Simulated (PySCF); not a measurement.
Isomers of C7H9F3, mass 150.066 u with the commonest isotopes. Computed with PBE0-D3(BJ)/def2-SVP geometry optimisation, gas phase in PySCF. One conformer each, none proved a minimum here; rigid rotors.

Question: Order these by rotational constant C, largest first.
A. `[CH2:1]=[C:2]([CH3:3])/[C:4]([CH3:5])=[CH:6]/[C:7]([F:8])([F:9])[F:10]` with C1–C2–C4–C5 0°
B. `[F:1][C:2]([F:3])([F:4])[CH2:5][C@@H:6]1[CH2:7][C@@H:8]2[CH2:9][C@H:10]12` with C2–C5–C6–C7 -70°
C. `[CH2:1]=[CH:2][C@H:3]1[CH2:4][C@@H:5]([C:6]([F:7])([F:8])[F:9])[CH2:10]1` with C1–C2–C3–C4 131°, C2–C3–C4–C5 140°, C3–C4–C5–C6 -140°, C4–C5–C10–C3 19°, C2–C3–C10–C5 -141°

Answer: B (725.4 MHz), A (651.3 MHz), C (630.7 MHz).

Question: Order these by rotational constant A, smallest first.
A. `[CH2:1]=[CH:2][C@H:3]1[CH2:4][C@@H:5]([C:6]([F:7])([F:8])[F:9])[CH2:10]1` with C1–C2–C3–C4 131°, C2–C3–C4–C5 140°, C3–C4–C5–C6 -140°, C4–C5–C10–C3 19°, C2–C3–C10–C5 -141°
B. `[CH2:1]=[C:2]([CH3:3])/[C:4]([CH3:5])=[CH:6]/[C:7]([F:8])([F:9])[F:10]` with C1–C2–C4–C5 0°
C. `[F:1][C:2]([F:3])([F:4])[CH2:5][C@@H:6]1[CH2:7][C@@H:8]2[CH2:9][C@H:10]12` with C2–C5–C6–C7 -70°

Answer: B (2450 MHz), C (3077 MHz), A (3392 MHz).

Question: Order these by radius of gyration √(Σ m r²/M), largest first.
A. `[F:1][C:2]([F:3])([F:4])[CH2:5][C@@H:6]1[CH2:7][C@@H:8]2[CH2:9][C@H:10]12` with C2–C5–C6–C7 -70°
B. `[CH2:1]=[C:2]([CH3:3])/[C:4]([CH3:5])=[CH:6]/[C:7]([F:8])([F:9])[F:10]` with C1–C2–C4–C5 0°
C. `[CH2:1]=[CH:2][C@H:3]1[CH2:4][C@@H:5]([C:6]([F:7])([F:8])[F:9])[CH2:10]1` with C1–C2–C3–C4 131°, C2–C3–C4–C5 140°, C3–C4–C5–C6 -140°, C4–C5–C10–C3 19°, C2–C3–C10–C5 -141°

Answer: C (2.403 Å), B (2.342 Å), A (2.263 Å).

```csv
SMILES,point group,Ia (u·Å²),Ib (u·Å²),Ic (u·Å²),κ,μa (D),μb (D),μc (D)
FC(F)(F)C[C@@H]1C[C@@H]2C[C@@H]21,C1,164.26,675.53,696.70,-0.98,2.18,0.80,0.31
C=C[C@H]1C[C@@H](C(F)(F)F)C1,near Cs,149.00,782.89,801.30,-0.99,1.93,0.00,0.97
C=C(C)/C(C)=C/C(F)(F)F,–,206.24,663.75,775.98,-0.88,2.78,0.08,0.01
```
